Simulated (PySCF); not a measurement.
Isomers of H5B3O. Isolated molecules, 0 K electronic values unless said otherwise. One relaxed conformer stands for each flexible species; it need not be the lowest. Strings in code marks are SMILES.

Quantity: vertical ionisation energy (energy after one electron is removed minus that of the parent at the parent's geometry), in eV.

Level 1: B3LYP/6-31G* // r2SCAN-D4/def2-TZVP (PySCF)
Level 2: PBE/6-31G* // r2SCAN-D4/def2-TZVP (PySCF)
Level 3: minus the HOMO energy of HF/6-31G* // r2SCAN-D4/def2-TZVP (PySCF)
Level 4: HF/6-31G* // r2SCAN-D4/def2-TZVP (PySCF)

```tsv
species	level 1	level 2	level 3	level 4
`BBOB`	(withheld)	9.85	11.07	9.82
`BBBO`	9.84	9.51	(withheld)	9.58
`BB(B)O`	9.40	(withheld)	10.29	8.98
```

Complete the blanks.


- `BBOB`, level 1: 10.19
- `BBBO`, level 3: 10.85
- `BB(B)O`, level 2: 9.12
